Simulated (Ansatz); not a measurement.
Molecule: ScO, net charge 0, doublet state. SMILES: [O]=[Sc]
Coordinates optimised at B3LYP-D3(BJ)/def2-TZVP (Ansatz, a program for electronic structure):
```xyz
2

Sc     0.0000     0.0000    -0.4583
O      0.0000     0.0000     1.2031
```
Charge 0, spin multiplicity 2.

Quantity: vertical electron affinity to the singlet, in eV. Set-up: spin-orbit terms left out; UHF or UKS for open shells; six Cartesian d functions in 6-31G* and its kin unless marked 5d; each state is the SCF solution reached for its charge and spin; non-relativistic; LANL2DZ with its own core potentials from Na on; valence correlation only (noble-gas shells and the d and f shells of earlier blocks). First-principles rows: single points at B3LYP-D3(BJ) geometries (Ansatz).

| level | program | vertical electron affinity to the singlet (eV) |
|---|---|---|
| HF/6-31G* | Ansatz | 0.39 |
| PBE/6-31G* | Ansatz | 0.97 |
| PBE/6-31G* with LANL2DZ past Ar | Ansatz | 1.06 |
| B3LYP/STO-3G | Ansatz | -2.22 |
| B3LYP/3-21G | Ansatz | 1.02 |
| B3LYP/6-31G* | Ansatz | 1.07 |
| B3LYP/6-31G* with LANL2DZ past Ar | Ansatz | 1.19 |
| MP2/6-31G* | Ansatz | 0.57 |
| PBE0/def2-TZVPD | Ansatz | 1.10 |

No value to compare with is used here. The 8 habitual levels span -2.22 (B3LYP/STO-3G) to 1.19 eV (B3LYP/6-31G* with LANL2DZ past Ar); PBE0/def2-TZVPD gives 1.10.

The levels are drawn from those run, B3LYP/6-31G* more often than the rest, none by its result; runs whose electronic state is in doubt are left out.
